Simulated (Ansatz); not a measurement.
C2H4Ge⁺, that is Ge(CCH)H3 with one electron fewer. The state is a doublet with charge 1. Geometry r2SCAN-D4/def2-TZVP, that of the neutral singlet; atoms count from 1.

Cartesian coordinates in Å:
```
Ge -1.018 -0.207 0.357
C 0.737 0.148 -0.265
C 1.858 0.378 -0.652
H 2.845 0.576 -0.998
H -1.064 -1.631 0.912
H -1.994 -0.064 -0.812
H -1.362 0.799 1.457
```

(1) Estimate the Mulliken populations from the PBE0/def2-TZVP orbitals of Ansatz.

(2) Where does the spin sit?

(3) And the Mayer bond orders between heavy atoms (over 0.3)?

Answers

(1) 
```csv
atom,charge (e),spin (α − β)
Ge1,0.08,0.00
C2,0.24,0.37
C3,-0.05,0.45
H4,0.27,-0.02
H5,0.17,0.13
H6,0.14,0.02
H7,0.15,0.04
```
Mulliken values depend strongly on the basis.

(2) Summed by element: Ge 0.00, C 0.82, H 0.18, of 1 unpaired in all. Largest on single atoms: C3 0.45, C2 0.37, H5 0.13.

(3) Ge1–C2 0.75 (1.90 Å); C2–C3 2.57 (1.21 Å).
